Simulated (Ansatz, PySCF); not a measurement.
SiHCl3, SMILES Cl[SiH](Cl)Cl. Atoms are numbered in the order given.

```xyz
5

Si     0.0000     0.0000     0.5131
Cl    -1.6666    -0.9622    -0.1765
Cl     0.0000     1.9244    -0.1765
Cl     1.6666    -0.9622    -0.1765
H      0.0000     0.0000     1.9888
```
Charge 0, spin multiplicity 1.

Geometry: PBE0-D3(BJ)/def2-SVP. The isomer is the one that the SMILES or the coordinates give; other isomers of the formula were not compared.

Two levels are set side by side: PBE-D3(BJ)/def2-SVP (PySCF) and PBE0-D3(BJ)/def2-SVP (Ansatz, a quantum-chemistry and plane-wave program). Each level has its own optimised geometry; the coordinates shown are those of the second. Frequencies come from the Hessian of PySCF at each geometry. Differences are taken from unrounded values.

```json
[
 {"quantity": "mean bond length (Å)", "PBE0-D3(BJ)": "1.902", "PBE-D3(BJ)": "1.917", "PBE-D3(BJ) minus PBE0-D3(BJ)": "0.015"},
 {"quantity": "bond Si1–Cl2 (Å)", "PBE0-D3(BJ)": "2.044", "PBE-D3(BJ)": "2.060", "PBE-D3(BJ) minus PBE0-D3(BJ)": "0.016"},
 {"quantity": "bond Si1–Cl3 (Å)", "PBE0-D3(BJ)": "2.044", "PBE-D3(BJ)": "2.060", "PBE-D3(BJ) minus PBE0-D3(BJ)": "0.016"},
 {"quantity": "bond Si1–Cl4 (Å)", "PBE0-D3(BJ)": "2.044", "PBE-D3(BJ)": "2.060", "PBE-D3(BJ) minus PBE0-D3(BJ)": "0.016"},
 {"quantity": "bond Si1–H5 (Å)", "PBE0-D3(BJ)": "1.476", "PBE-D3(BJ)": "1.488", "PBE-D3(BJ) minus PBE0-D3(BJ)": "0.013"},
 {"quantity": "highest harmonic wavenumber (cm⁻¹)", "PBE0-D3(BJ)": "2324", "PBE-D3(BJ)": "2239", "PBE-D3(BJ) minus PBE0-D3(BJ)": "-85"},
 {"quantity": "mean harmonic wavenumber (cm⁻¹)", "PBE0-D3(BJ)": "695", "PBE-D3(BJ)": "669", "PBE-D3(BJ) minus PBE0-D3(BJ)": "-27"},
 {"quantity": "zero-point energy (kcal/mol)", "PBE0-D3(BJ)": "8.95", "PBE-D3(BJ)": "8.61", "PBE-D3(BJ) minus PBE0-D3(BJ)": "-0.34"}
]
```

GGA bonds tend to be longer and softer than those of functionals with exact exchange. Differences between two approximate levels are no errors against the true value.
